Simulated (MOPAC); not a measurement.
Input file for MOPAC: AM1 on GeH2S (SMILES [SH][GeH]), a point of a torsion scan.

```
AM1 1SCF PRECISE CHARGE=0 THREADS=1
GeH2S

S     -1.05283423 1     0.61230919 1     0.41150888 1
Ge     1.01368588 1     0.45802237 1    -0.40099148 1
H     -1.52402753 1    -0.43637767 1    -0.25847484 1
H      1.22732161 1     2.06461712 1    -0.25557209 1
```

It printed:

```
*******************************************************************************
 **                                                                           **
 **                              MOPAC v23.2.5                                **
 **                                                                           **
 *******************************************************************************
 ** MOPAC's Digital Object Identifier: https://doi.org/10.5281/zenodo.6511958 **
 **                                                                           **
 ** Please cite the open-source release paper for use of this MOPAC version:  **
 ** J. E. Moussa and J. J. P. Stewart (2026)                                  **
 ** MOPAC: An open-source semiempirical molecular orbital program             **
 ** J. Open Source Softw., 11(119), 8025, https://doi.org/10.21105/joss.08025 **
 *******************************************************************************

                              AM1 CALCULATION RESULTS

 *******************************************************************************
 *  AM1        - The AM1 Hamiltonian to be used
 *
 *
 *
 *                 CHARGE ON SYSTEM = 0
 *
 *
 *
 *  PRECISE    - TIGHTER CRITERIA TO BE USED
 *  1SCF       - DO 1 SCF AND THEN STOP
 *  THREADS=1  - MULTI-THREADING NOT USED
 *  T=         - A TIME OF 172800.0 SECONDS REQUESTED
 *  DUMP=N     - RESTART FILE WRITTEN EVERY 7200.0 SECONDS REQUESTED
 *******************************************************************************
AM1 1SCF PRECISE CHARGE=0 THREADS=1
 GeH2S

   ATOM   CHEMICAL          X               Y               Z
  NUMBER   SYMBOL      (ANGSTROMS)     (ANGSTROMS)     (ANGSTROMS)

     1       S         -1.05283423  *   0.61230919  *   0.41150888  *
     2      Ge          1.01368588  *   0.45802237  *  -0.40099148  *
     3       H         -1.52402753  *  -0.43637767  *  -0.25847484  *
     4       H          1.22732161  *   2.06461712  *  -0.25557209  *



          CARTESIAN COORDINATES

    NO.       ATOM           X           Y           Z

     1         S         -1.0528      0.6123      0.4115
     2        Ge          1.0137      0.4580     -0.4010
     3         H         -1.5240     -0.4364     -0.2585
     4         H          1.2273      2.0646     -0.2556

  H: (AM1): M.J.S. DEWAR ET AL, J. AM. CHEM. SOC. 107 3902-3909 (1985)
  S: (AM1): M.J.S. DEWAR, Y-C YUAN, INORGANIC CHEMISTRY, 29, 3881:3890,  (1990)
 Ge: (AM1): M.J.S.Dewar and C.Jie, Organometallics, 8, 1544, (1989)

           Empirical Formula: H2 S Ge  =     4 atoms



      MOLECULAR POINT GROUP   :   C1


      RHF CALCULATION, NO. OF DOUBLY OCCUPIED LEVELS = 6


 -------------------------------------------------------------------------------
 AM1 1SCF PRECISE CHARGE=0 THREADS=1
 GeH2S



     1SCF WAS SPECIFIED, SO BFGS WAS NOT USED
     SCF FIELD WAS ACHIEVED


                              AM1 CALCULATION
                                                       MOPAC v23.2.5 Linux




          FINAL HEAT OF FORMATION =         53.87286 KCAL/MOL =     225.40405 KJ/MOL


          COSMO AREA              =        101.39 SQUARE ANGSTROMS
          COSMO VOLUME            =         90.15 CUBIC ANGSTROMS

          IONIZATION POTENTIAL    =          8.577747 EV
          HOMO LUMO ENERGIES (EV) =         -8.578 -2.105
          NO. OF FILLED LEVELS    =          6
          MOLECULAR WEIGHT        =        106.6658         POINT GROUP:  C1

          MOLECULAR DIMENSIONS (Angstroms)

            Atom       Atom       Distance
            H     4    H     3     3.71819
           Ge     2    S     1     1.71013
           Ge     2    H     3     0.37018


          SCF CALCULATIONS        =          1





   ATOM   CHEMICAL          X               Y               Z
  NUMBER   SYMBOL      (ANGSTROMS)     (ANGSTROMS)     (ANGSTROMS)

     1       S         -1.05283423  *   0.61230919  *   0.41150888  *
     2      Ge          1.01368588  *   0.45802237  *  -0.40099148  *
     3       H         -1.52402753  *  -0.43637767  *  -0.25847484  *
     4       H          1.22732161  *   2.06461712  *  -0.25557209  *

                             CARTESIAN COORDINATES

   1    S       -1.052834230     0.612309190     0.411508880
   2   Ge        1.013685880     0.458022370    -0.400991480
   3    H       -1.524027530    -0.436377670    -0.258474840
   4    H        1.227321610     2.064617120    -0.255572090


           Empirical Formula: H2 S Ge  =     4 atoms



      MOLECULAR POINT GROUP   :   C1


                  EIGENVALUES
 -19.26286 -14.93716 -12.72658 -11.37987 -10.12071  -8.57775  -2.10533  -1.09089
   0.77481   1.52413


              NET ATOMIC CHARGES AND DIPOLE CONTRIBUTIONS

  ATOM NO.   TYPE          CHARGE      No. of ELECS.   s-Pop       p-Pop
    1          S          -0.412763        6.4128     1.92428     4.48848
    2         Ge           0.471342        3.5287     1.42477     2.10389
    3          H           0.102386        0.8976     0.89761
    4          H          -0.160965        1.1610     1.16097
 DIPOLE           X         Y         Z       TOTAL
 POINT-CHG.     2.684    -1.988    -1.653     3.727
 HYBRID        -1.835     2.056     1.020     2.938
 SUM            0.849     0.068    -0.634     1.061


          ATOMIC ORBITAL ELECTRON POPULATIONS

     Atom    s        px        py        pz
    1  S   1.92428   1.43368   1.41949   1.63532
    2 Ge   1.42477   0.63005   1.17814   0.29570
    3  H   0.89761
    4  H   1.16097

 **********************
 *                    *
 * JOB ENDED NORMALLY *
 *                    *
 **********************




 == MOPAC DONE ==
```

The run finished.

Cost: around 0.03 core-seconds (rough).
